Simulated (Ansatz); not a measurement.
Worked example: C2H3BrF2 + CH2BrI → C2H4F2 + CHBr2I

Gas-phase species: C2H3BrF2 (2-bromo-1,1-difluoroethane) `FC(F)CBr`, singlet; CH2BrI (bromoiodomethane) `BrCI`, singlet; C2H4F2 (1,1-difluoroethane) `CC(F)F`, singlet; CHBr2I (dibromoiodomethane) `BrC(Br)I`, singlet. The partners trade Br for H; both sit on C, so the bond types are kept.

Shapes, held fixed at every level: PBE0-D4/def2-TZVP. Flexible molecules stand in one conformer, not always the lowest. Programs: Ansatz 0.2.0. Electronic energies: no zero-point or thermal term.

At CCSD(T)/def2-TZVPP; 1 Eh = 2625.50 kJ/mol:

```
 species   energy (Eh)
C2H3BrF2  -2850.062297
  CH2BrI  -2909.076229
  C2H4F2   -277.960991
  CHBr2I  -5481.173576
```

Problem. Work out ΔE of the reaction at this level.

Solution. 
1. Products less reactants: (-277.960991) + (-5481.173576) − [(-2850.062297) + (-2909.076229)] = 0.003959 Eh = +10.4 kJ/mol.

Other levels give +2.4 (MP2/def2-TZVPP) to +26.2 kJ/mol (HF/def2-TZVPP). No measured value is set beside it here. For atoms past krypton def2 sets carry core potentials with scalar relativity. Relativity is left out for Br. Outer-core shells of Br, I are correlated, in sets that cover them unevenly.
